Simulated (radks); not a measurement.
Question: The molybdenum ion Mo19+, configuration [Ar] 3d5 (the NIST ground configuration). Method: scalar-relativistic Kohn-Sham, LDA (Slater exchange, Perdew-Wang correlation), spin-polarised, spherical densities, finite nucleus; open shells are filled with parallel spins first (spin-orbit coupling, left out, can overturn this in heavy ions); Fermi nuclear charge, rms radius 4.4091 fm; computed with a radial shooting solver on a logarithmic mesh with Libxc functionals. Some entries of the table are withheld. Estimate them.

orbital  occ.  eigenvalue (eV)  <r> (bohr)  r(max) (bohr)
1s up       1        -20445.55     0.03521        0.02290
1s down     1        -20445.30     0.03521        0.02290
2s up       1        -3444.618      0.1534         0.1297
2s down     1        -3433.682      0.1532         0.1295
2p up       3        -3151.618      0.1336         0.1035
2p down     3        -3143.186      0.1333         0.1034
3s up       1        -1044.814      0.4048         0.3715
3s down     1        -1031.769      0.4066         0.3724
3p up       3        -949.0216      0.3992         0.3616
3p down     3        -935.7635      0.4014         0.3627
3d up       5        -802.6895      0.3663         0.2991
3d down     0        -787.3168      0.3692         0.3006
4s up       0        -479.0211      0.8299         0.8121
4s down     0        -474.8275      0.8355         0.8174
4p up       0              (1)      0.8475         0.8288
4p down     0              (2)      0.8539         0.8350

Answer: 
(1) 4p up eigenvalue (eV): -443.2515
(2) 4p down eigenvalue (eV): -439.1692
